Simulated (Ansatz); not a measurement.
```xyz
9

C     0.9994    0.2731    0.8752
O     0.1757   -0.5083    0.0388
B    -0.8366    0.0389   -0.6784
O    -1.6029   -0.7537   -1.4672
H     0.7192    1.3297    0.8411
H     2.0384    0.1691    0.5548
H     0.9130   -0.0856    1.9033
H    -1.0771    1.2124   -0.6375
H    -1.3290   -1.6756   -1.4301
```

Charge 0, multiplicity 1.

Q: List the PBE0/def2-TZVPP orbital energies in eV (Ansatz). (Estimate.)

A: Ansatz gave: Occupied: -523.11, -522.87, -279.55, -185.28, -29.32, -28.38, -19.66, -15.75, -14.62, -13.34, -13.03, -10.82, -10.51, -10.41, -9.15, -8.64. Lowest empty: 0.93, 1.25, 1.50, 2.71, 2.79, 3.35, 3.36, 4.31.
